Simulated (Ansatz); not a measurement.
A run for Ansatz (an electronic-structure program): U-CCSD(T)/aug-cc-pV(D+d)Z on BeClF (SMILES [F][Be][Cl]), a point of a bond scan (R = 1.810 Å). Files ending in .json are basis or fitting sets from the Basis Set Exchange.

Ansatz 0.2 input:
```yaml
crystal:
  periodic: [false, false, false]
  atoms:
    - {symbol: Be, position_ang: [-0.00000000, -0.00000000, -0.61301342]}
    - {symbol: F, position_ang: [-0.00000000, -0.00000000, -1.98830246]}
    - {symbol: Cl, position_ang: [0.00000000, 0.00000000, 1.19686917]}
basis:
  gaussian:
    orbitals: aug-cc-pV_D+d_Z.json
correlation: {method: ccsd_t, electrons: outside_noble_gas}
scf: {omitted_lower_state_checks: [cluster_reference]}
magnetization: {spin_polarized: true, initial_magnetization: 0}
```

Program output:

```
WARN ansatz: RAYON_NUM_THREADS=1 ignored (pool sized by the plan → 1); use --threads N
Functional definition: HF
these checks for a lower state are left out or cut short: cluster_reference
integrals: 0.09 GiB planned
719 factors; integrals over basis functions are off by at most 6.8e-4 eV
mean field: 0.22 GiB planned
mean field evaluation 1: about -15610.8940 eV, gradient 2.1e1 eV
mean field evaluation 2: about -15610.9628 eV, gradient 2.1e1 eV
mean field evaluation 4: about -15612.7627 eV, gradient 1.2e0 eV
mean field evaluation 8: about -15612.7828 eV, gradient 1.9e-4 eV
mean field -15612.78281693 eV, -573.7591857979 hartree, gradient 1.3e-6 eV, S^2 0.000000; 0 other end points of the search recorded, 0 dependent functions left out
7 core orbitals not correlated
reference -15612.78281693 eV, -573.7591857979 hartree; 8, 8 occupied and 63, 63 virtual orbitals, 719 factors
second order -10.69286682 eV of doubles, -0.00000000 eV of singles
coupled cluster: 0.30 GiB planned
cycle   1  -10.84785643 eV  change   -1.5e-1 eV  update   7.5e-2
cycle   2  -11.04338928 eV  change   -2.0e-1 eV  update   2.1e-2
cycle   3  -11.09872349 eV  change   -5.5e-2 eV  update   1.1e-2
cycle   4  -11.09778141 eV  change    9.4e-4 eV  update   2.3e-3
cycle   5  -11.09581038 eV  change    2.0e-3 eV  update   8.3e-4
cycle   6  -11.09572353 eV  change    8.7e-5 eV  update   2.1e-4
cycle   7  -11.09571501 eV  change    8.5e-6 eV  update   5.9e-5
cycle   8  -11.09570868 eV  change    6.3e-6 eV  update   1.7e-5
perturbative correction -0.27944455 eV, -0.0102693977 hartree
Total energy: -15624.15797016 eV, -574.1772149688 hartree
Checks for a lower state left out: cluster_reference
```

The calculation finished and met its thresholds.

Cost: very roughly 8 core-seconds.
